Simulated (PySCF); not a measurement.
C4H9 (SMILES [CH2-]CCC), charge -1, singlet, geometry from GFN2-xTB (in this run its highest filled SCF level lies above zero, so its values depend strongly on the basis, on diffuse functions most of all). Base run: PySCF with BLYP/3-21G.

Geometry (Å):
```xyz
13

C      0.8295     1.9158    -0.0157
C      0.7424     0.4012    -0.0074
C     -0.6784    -0.2499     0.0062
C     -0.6599    -1.7781     0.0138
H     -1.6704    -2.2006     0.0233
H      0.2318     2.2812     0.8759
H      0.2189     2.2722    -0.9022
H     -0.1305    -2.1453     0.8939
H     -0.1433    -2.1542    -0.8702
H      1.2626    -0.0015    -0.8945
H      1.2755     0.0075     0.8761
H     -1.2297     0.0989    -0.8743
H     -1.2168     0.1078     0.8911
```
Charge -1, spin multiplicity 1.
All else is at PySCF's defaults.
Base energy -156.75845 Eh.

Each row names what was changed in the base input (with any setting that the change needs).

```csv
change,ΔE vs base (µEh),grid points,electrons on the grid
base,0.0,144744,34.00007
"grids.atom_grid = (99, 590)",10.7,424304,34.00001
grids.becke_scheme = stratmann,-1.8,144744,34.00007
grids.level = 2,-1.8,93184,34.00006
grids.radi_method = delley,0.1,156912,34.00007
"grids.atom_grid = (30, 110)",-198,32040,34.00046
"grids.atom_grid = (150, 974)",12.7,1061224,34.00000
grids.prune = dft.gen_grid.sg1_prune,-108,64120,34.00069
grids.radi_method = mura_knowles,0.3,138480,34.00006
grids.radi_method = gauss_chebyshev,0.2,141328,34.00007
grids.prune = off,-1.6,226504,34.00008
```
